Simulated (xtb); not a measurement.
aminosilylcyclopropane (C3H9NSi), SMILES N[SiH2]C1CC1. All values are semi-empirical tight-binding results from xtb (GFN2-xTB unless named), good for trends rather than for accurate numbers. The structure is a stationary point at GFN2-xTB. Other conformers were not sampled.

Optimised geometry:

Bonds (Å): N1–Si2 1.726, N1–H6 1.007, N1–H7 1.008, Si2–C3 1.891, Si2–H8 1.464, Si2–H9 1.464, C3–C4 1.504, C3–C5 1.503, C3–H10 1.086, C4–C5 1.492, C4–H11 1.080, C4–H12 1.081, C5–H13 1.080, C5–H14 1.080. Angles (°): Si2–N1–H6 118.9, Si2–N1–H7 118.7, H6–N1–H7 109.4, N1–Si2–C3 115.4, N1–Si2–H8 104.9, N1–Si2–H9 105.3, C3–Si2–H8 108.7, C3–Si2–H9 109.0, H8–Si2–H9 113.5, Si2–C3–C4 120.4, Si2–C3–C5 120.5, Si2–C3–H10 115.8, C4–C3–C5 59.5, C4–C3–H10 114.5, C5–C3–H10 114.4, C3–C4–C5 60.2, C3–C4–H11 118.3, C3–C4–H12 118.6, C5–C4–H11 118.0, C5–C4–H12 118.5, H11–C4–H12 113.4, C3–C5–C4 60.3, C3–C5–H13 118.6, C3–C5–H14 118.1, C4–C5–H13 118.5, C4–C5–H14 118.1, H13–C5–H14 113.4.

Estimate the properties. (Estimate from the structure and the level; the computed values follow.)


orbital gap: 5.73 eV
dipole moment: 1.33 D
zero-point energy: 70.5 kcal/mol
G − E(el) at 298.15 K (modified RRHO): 51.1 kcal/mol
static polarisability (D4 model): 71.6 bohr³
solvation energy, GFN2-xTB/ALPB(water): -2.3 kcal/mol
solvation energy, GFN2-xTB/ALPB(methanol): -4.9 kcal/mol

Give the atomic charges and the Wiberg bond orders between heavy atoms. (The exact figures need the calculation; the answer reports its results.)

charges (e) N1 -0.42, Si2 0.47, C3 -0.13, C4 -0.06, C5 -0.06, H6 0.15, H7 0.15, H8 -0.09, H9 -0.10, H10 0.01, H11 0.02, H12 0.02, H13 0.02, H14 0.02. Bond orders N1–Si2 1.13, Si2–C3 0.87, C3–C4 0.98, C3–C5 0.98, C4–C5 0.99.
